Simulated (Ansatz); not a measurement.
Reaction (cleavage of the Al–Si bond): `[OH][Al]([SiH3])[Br]` + HBr → `[OH][Al]([Br])[Br]` + SiH₄

Calculated with Ansatz (gas phase, PBE0-D4/def2-TZVP geometries, no zero-point term in ΔE). CBS: MP2 limit from def2 TZ/QZ plus the TZ coupled-cluster correction, frozen cores. This one scheme is used for every species. DFT in def2-TZVPP. For Br outer-core shells are correlated without core-valence functions, which leaves a few kJ/mol of doubt a bond. Scalar relativity is left out up to krypton. One conformer a species, not always the lowest.

`[OH][Al]([SiH3])[Br]`:

```xyz
8

O    -0.236   -1.916    1.122
Al    0.341   -0.364    0.796
Si   -0.365    0.826   -1.203
Br    1.780    0.591    2.263
H     0.006   -2.425    1.896
H    -1.142    2.036   -0.818
H    -1.211   -0.022   -2.084
H     0.829    1.274   -1.972
```

HBr:

Z-matrix (Å, degrees):
```
Br
H 1 1.420
```

`[OH][Al]([Br])[Br]`:

Z-matrix (Å, degrees):
```
Al
O 1 1.679
Br 1 2.228 2 118.4
Br 1 2.239 2 121.2 3 -180.0
H 2 0.957 1 122.8 3 180.0
```

SiH₄:

Cartesian coordinates in Å:
```
Si 0.000 0.000 0.000
H 1.282 0.748 0.025
H -0.423 -0.303 1.390
H 0.182 -1.269 -0.750
H -1.041 0.823 -0.665
```

```json
{"level": "PBE0-D4", "ΔE (kJ/mol)": "-133.0"}
{"level": "r2SCAN0", "ΔE (kJ/mol)": "-146.6"}
```

(1) What does CCSD(T)/CBS give? (Estimate.)

Largest T1 diagnostic among the species: 0.011.

Results:

(1) Ansatz gave: -145.8 kJ/mol. The listed levels differ from it by 12.8, -0.8 kJ/mol.

From PBE to PBE0 (25 % exact exchange), in def2-TZVPP and without D4, ΔE moves by −8.7 kJ/mol. In def2-TZVPP, CCSD(T) changes the Hartree–Fock value by +20.9 kJ/mol (the triples alone add +2.1 kJ/mol) and MP2 by +9.1 kJ/mol. Leaving LDA and LC-ωPBE aside and taking each functional with its dispersion term where it has one, the values, not all of them listed here, spread over 26.4 kJ/mol, from BHLYP-D4 to PBE-D4.

CCSD(T)/CBS has its own doubt, a few kJ/mol and more with outer-core shells, so smaller differences from it don't rank the levels.
